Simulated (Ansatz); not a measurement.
Born–Oppenheimer molecular dynamics of Cl$_{3}$H$_{4}$NOZr (10 atoms, charge 0, multiplicity 1). It starts at the highest image of a converged band, a first-order saddle point between two minima.

The calculation used RKS PBE-D4/def2-SVP in Ansatz.

| Quantity | Value |
| --- | --- |
| ensemble | NVE (velocity Verlet) |
| time step | 0.5 fs |
| steps asked | 200 |
| starting velocities drawn for | 300 K |
| seed | 6719 |

First frame:

```xyz
10
Properties=species:S:1:pos:R:3
Zr 0.161 -0.251 0.068
N 0.219 -0.061 2.234
H -0.689 0.046 2.708
H 0.847 0.647 2.640
Cl 2.135 0.413 -1.021
Cl -1.256 1.637 -0.153
Cl -1.223 -1.824 -1.048
O 1.039 -2.022 1.125
H 0.720 -2.942 1.079
H 0.733 -1.411 2.000
```

How far do the bonds stretch over the last three quarters of this one trajectory? (Pairs bonded in most of those frames.)


```tsv
bond	mean (Å)	spread (Å)	shortest	longest
Zr1–N2	2.456	0.225	2.16	2.77
Zr1–Cl5	2.353	0.016	2.33	2.38
Zr1–Cl6	2.396	0.018	2.37	2.42
Zr1–Cl7	2.368	0.022	2.34	2.41
Zr1–O8	2.067	0.123	1.88	2.22
N2–H3	1.033	0.031	0.98	1.08
N2–H4	1.031	0.013	1.00	1.05
N2–H10	1.122	0.150	0.93	1.45
O8–H9	0.979	0.020	0.95	1.01
```

Pairs bonded in part of these frames only: Zr1–H9 28 %, Zr1–H10 30 %, N2–H10 83 %, O8–H10 15 %.

Mean temperature of the second half: 616 K. The conserved energy stayed within 0.52 meV per atom of its start (net change 0.11 meV per atom), so the integration is sound. The kinetic energy rose, since the run started high on the potential surface and went downhill. A run of 0.1 ps of so small a system gives no equilibrium averages. The orbitals stay closed-shell, which can raise the energy where a bond breaks towards radicals; this wasn't checked here.

The run took 6.8 min on 4 threads of Arm Neoverse V1 (shared host), peak memory 0.22 GiB.
